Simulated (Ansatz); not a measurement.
A structure relaxed at PBE0-D4/def2-TZVP, charge 0, multiplicity 1:

```tsv
atom	x (Å)	y (Å)	z (Å)
C1	1.958	0.044	0.146
O2	0.749	-0.715	0.049
Ga3	-1.086	0.211	-0.322
O4	-0.634	1.927	-0.057
O5	-1.672	-0.710	1.136
O6	-1.541	-0.238	-1.993
H7	2.768	-0.601	0.491
H8	1.829	0.899	0.810
H9	2.181	0.404	-0.855
H10	0.514	-1.117	0.898
H11	-0.950	2.251	0.788
H12	-2.506	-1.169	1.031
H13	-1.612	-1.185	-2.122
```

Problem. Give its formula and SMILES.

Solution. CH7GaO4, `C[OH+][Ga-]([OH])([OH])[OH]`.

Problem. Point group (tolerance 0.08 Å, 0.16 Å for H)?

Solution. C1.

Problem. Summarise the bond lengths by kind.

Solution. 1 × C–O 1.431 Å; 3 × C–H 1.088 to 1.091 Å; 4 × Ga–O 1.789 to 2.089 Å; 4 × H–O 0.957 to 0.968 Å.

Results of the Gaussian-basis code of Ansatz.
